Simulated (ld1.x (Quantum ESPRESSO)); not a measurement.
Plane-wave convergence, TM potential for antimony

- Element: antimony
- Generator: ld1.x (Quantum ESPRESSO) 7.5
- Type: norm-conserving Troullier–Martins (Kleinman–Bylander form)
- Functional: PBE
- Relativity: scalar-relativistic
- Frozen core: [Kr] 4d10
- Valence charge: 5
- Reference configuration: 5s2 5p3
- Partial waves: 5s (bound): rc 1.85 bohr; 5p (bound): rc 2.60 bohr
- Local potential: the p channel
- Core correction: a·sin(br)/r model core, default radius (core density twice the valence density)

The pseudo-atom Hamiltonian at the reference potential is diagonalised in spherical Bessel functions j_l(qr) that vanish at 20 bohr, with q² up to the cutoff. All-electron valence levels (Ry): 5s -0.9430, 5p -0.3548.

**Question.** How do the lowest levels (Ry) of each channel move with the cutoff, and are there ghosts?

**Answer.**

```
cutoff (Ry)     s #1     p #1    d #1    f #1    f #2  Σ f·Δε (mRy)
          8  -0.9174  -0.3478  0.0471  0.1093  0.2297          72.5
         12  -0.9345  -0.3535  0.0470  0.1093  0.2297          21.0
         18  -0.9360  -0.3545  0.0469  0.1093  0.2297          15.0
         25  -0.9402  -0.3547  0.0469  0.1093  0.2297           6.1
         35  -0.9427  -0.3548  0.0469  0.1093  0.2297           0.7
         45  -0.9427  -0.3548  0.0469  0.1093  0.2297           0.6
        400  -0.9430  -0.3548  0.0469  0.1093  0.2297           0.0
```

Result: no extra level below or beside the all-electron valence levels (s, p, d, f tested); 10 mRy is reached at 25 Ry and 1 mRy at 35 Ry.

Its largest configuration-test error is -426 meV.
